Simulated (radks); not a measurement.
Results of a calculation; reference values are marked as such.
Question: Ionisation of neutral iridium, [Xe] 4f14 5d7 6s2, to Ir+, [Xe] 4f14 5d7 6s1, under several functionals. Dirac Kohn-Sham, spin-unpolarised, spherical densities, point nucleus; open shells are shared between the two j in proportion to 2j + 1; a radial shooting solver on a logarithmic mesh with Libxc functionals. Known Delta-SCF values: LDA (Slater exchange, Perdew-Wang correlation) 10.184 eV. What does exchange-only LDA give, and what is its highest occupied eigenvalue?

Answer: 9.099 eV by Delta-SCF; the 6s1/2 eigenvalue is -5.550 eV. NIST: 8.967 eV (measured).

Beside tabulated values, note that spin-unpolarised runs miss the spin-polarisation part of the exchange energy of open shells.
